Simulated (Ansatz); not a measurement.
PBE exchange is replaced step by step with exact exchange (0 % is PBE, 25 % PBE0; no dispersion term), basis def2-TZVP, Ansatz. System: the cluster Ba₂Te (the lowest singlet isomer of a short search). Charge 0, multiplicity 1. Geometry: r2SCAN-D4/def2-TZVP.

Geometry of the singlet:

Cartesian coordinates in Å:
```
Ba 1.7397 -0.5909 1.1650
Ba -1.0868 1.8357 -0.4261
Te -0.6528 -1.2447 -0.7389
```

In the def2 sets Ba, Te take a core potential; there is no spin–orbit coupling. The geometry of the singlet was relaxed on an unsound state (restricted singlet, unstable towards broken spin symmetry). The structure comes from a short search, and lower isomers may exist.

| exact exchange (%) | HOMO (eV) | LUMO (eV) | gap (eV) |
| --- | --- | --- | --- |
| 0 | -2.91 | -2.04 | 0.87 |
| 5 | -2.98 | -1.96 | 1.03 |
| 10 | -3.06 | -1.88 | 1.18 |
| 15 | -3.14 | -1.81 | 1.33 |
| 25 | -3.30 | -1.66 | 1.64 |
| 35 | -3.45 | -1.51 | 1.95 |

Question: Estimate the row for 50 %.

Answer: 
```tsv
exact exchange (%)	HOMO (eV)	LUMO (eV)	gap (eV)
50	-3.69	-1.28	2.41
```
